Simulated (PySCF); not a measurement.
# Rotational lines of TlBr

Lines J+1 ← J of the vibrational ground state, computed from PBE0 constants of TlBr, ¹Σ⁺ (singlet), closed shell (PySCF, scalar-relativistic core potentials, basis sets Tl cc-pVTZ-PP with ECP60, Br cc-pVTZ-PP with ECP10; masses 204.9744 and 78.9183 u), in MHz:

```
J  ν (MHz)
2   7571.7
3  10095.6
4  12619.5
5  15143.3
6  17667.1
```

(1) Find B0 and the effective bond length r0; with αe = 0.000129 cm⁻¹, find Re.

These are scalar-relativistic numbers at best; spin–orbit coupling would shift them, the dissociation energy most.

Answers

(1) ν = 2B0(J+1) − 4D(J+1)³ gives B0 = 0.042094 cm⁻¹. With the reduced mass μred = 56.980 u, r0 = √(16.8576/(μred·B0)) (u, cm⁻¹, Å) = 2.6511 Å. Be = B0 + αe/2 = 0.042159 cm⁻¹ gives Re = 2.649 Å.
